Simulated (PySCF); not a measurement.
SMILES Cl[SiH](Cl)[SiH2][Ge]([Cl])([Cl])[Cl], PBE0/def2-SVP optimised geometry.

```
11

Si    -0.19    -2.47     1.94
Cl     0.46    -1.35     3.54
Cl     0.60    -4.38     2.04
Si     0.65    -1.45     0.00
Ge    -0.11     0.81     0.00
Cl    -0.14     1.68    -1.96
Cl     1.05     2.09     1.26
Cl    -2.14     0.84     0.75
H     -1.67    -2.57     1.98
H      2.14    -1.45     0.00
H      0.11    -2.09    -1.23
```

Density from PBE0/def2-TZVP (PySCF 2.14.0) at that geometry.

Minimum of the electron density along straight lines between bonded atoms, close to the bond critical point (lines longer than 1.1 times the sum of covalent radii, or with two minima, are not listed):

```tsv
bond	length / Å	ρ at the minimum / e bohr⁻³	∇²ρ there / e bohr⁻⁵	position (fraction from the first atom)
Si1–Cl2	2.061	0.099	0.22	0.36
Si1–Cl3	2.064	0.098	0.22	0.36
Si1–Si4	2.342	0.096	-0.17	0.53
Si4–Ge5	2.386	(withheld)	(withheld)	0.37
Ge5–Cl6	2.151	0.106	0.16	0.43
Ge5–Cl7	2.147	0.107	0.17	0.43
Ge5–Cl8	2.159	0.105	0.16	0.43
Si1–H9	1.484	0.126	0.12	0.49
Si4–H10	1.491	0.120	0.15	0.49
Si4–H11	1.493	0.119	0.15	0.49
```

### Question
What belongs in the gaps?

### Answer

- Si4–Ge5, ρ at the minimum / e bohr⁻³: 0.087
- Si4–Ge5, ∇²ρ there / e bohr⁻⁵: -0.13
